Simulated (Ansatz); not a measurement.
Ideal-gas functions of ClF$_{2}$HMoO$_{2}$, SMILES `[O]=[Mo]([OH])([F])([F])[Cl]` at 600 K and 1 bar, from an Ansatz frequency run at PBE0-D4/def2-TZVP.

Molar mass 202.4 g/mol, point group C1 (symmetry number 1), electronic degeneracy 1, moments of inertia 185.512, 287.591, 340.194 u Å². Harmonic wavenumbers (cm⁻¹, unscaled): 80, 104, 218, 242, 275, 317, 328, 395, 453, 570, 646, 709, 762, 1118, 3878.

Use S(trans) = R[1.5 ln M + 2.5 ln T − 1.1517]; rotational temperatures θ = 24.2544 K / I; S(rot) = R[ln(√π/σ · √(T³/θAθBθC)) + 1.5]; for each mode x = 1.438777 ν̃/T, S = R[x/(eˣ − 1) − ln(1 − e⁻ˣ)] and H = RT x/(eˣ − 1); 1 cm⁻¹ = 0.0119627 kJ/mol; R = 8.31446 J/(mol·K).

Q: By hand: the entropy, in J/(mol·K).

A: Translation 189.6. Rotation: θ = 0.1307, 0.0843, 0.0713 K, giving 126.7. Vibration, mode by mode: 22.06, 19.88, 13.80, 12.95, 11.93, 10.79, 10.52, 9.07, 8.02, 6.33, 5.46, 4.84, 4.37, 2.23, 0.01, in all 142.3. Electronic 0.0. Sum 458.6 J/(mol·K).

Q: By hand: H − E and G − E in kJ/mol, counted from the electronic energy.

A: Zero-point energy ½ × 10095 × 0.0119627 = 60.4; thermal vibration 41.3; translation, rotation and pV give 4 RT = 20.0. H − E = 121.7 kJ/mol, and G − E = 121.7 − 600 × 458.6/1000 = -153.5 kJ/mol.

Vibration gives 31 % of the entropy, 41.9 J/(mol·K) of it from the modes under 150 cm⁻¹: soft modes count most, and the harmonic formula is weakest for them. The sum counts one conformer and one mirror image; others add a mixing term.
